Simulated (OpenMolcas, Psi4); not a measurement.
# Worked example: vertical ionisation energy of SiNH4ClO (SMILES N[SiH](O)Cl)

SiNH4ClO: 8 atoms, total charge 0, spin state singlet. SMILES: `N[SiH](O)Cl`. The coordinates come from a PBE0-D4/def2-TZVP relaxation. This is one conformer, not always the lowest.

```xyz
8

N    -0.7498    0.8856   -0.2890
Si    0.5244   -0.2262   -0.1153
O     0.5513   -0.8613    1.3869
Cl    0.1731   -1.6416   -1.5669
H    -1.2172    0.9980   -1.1727
H    -0.8069    1.7124    0.2830
H     1.8967    0.2772   -0.3086
H    -0.2795   -1.2012    1.7267
```

Both states at this one shape; open shells run unrestricted unless said. 1 Eh = 27.2114 eV.

```tsv
level	program	singlet SiNH4ClO (Eh)	doublet SiNH4ClO+ (Eh)	HOMO of the first (eV)
HF/3-21G	OpenMolcas	-875.733501	-875.387355	-11.60
PBE/6-31G* (spherical functions)	OpenMolcas	-881.655589	-881.295596	-6.22
M06-L/6-31G* (spherical functions)	OpenMolcas	-882.130698	-881.760655	-6.61
wB97M-V/6-31G* (spherical functions)	Psi4	-882.067375	-881.684454	-10.15
```

Q: Work out the vertical ionisation energy at each level.

A: 
1. HF/3-21G: -875.387355 − (-875.733501) = 0.346146 Eh = 9.42 eV; −ε(HOMO) = 11.60 eV.
2. PBE/6-31G* (spherical functions): -881.295596 − (-881.655589) = 0.359993 Eh = 9.80 eV; −ε(HOMO) = 6.22 eV.
3. M06-L/6-31G* (spherical functions): -881.760655 − (-882.130698) = 0.370043 Eh = 10.07 eV; −ε(HOMO) = 6.61 eV.
4. wB97M-V/6-31G* (spherical functions): -881.684454 − (-882.067375) = 0.382921 Eh = 10.42 eV; −ε(HOMO) = 10.15 eV.

No measured value is set beside it here; the levels span 9.42 to 10.42 eV. In Hartree–Fock, −ε(HOMO) (Koopmans) exceeds the difference of totals by the orbital relaxation of the ion. In semi-local functionals −ε(HOMO) lies far under the ionisation energy, a result of self-interaction, while the difference of totals does much better. Hartree–Fock favours the state with fewer electron pairs, since it lacks pair correlation.
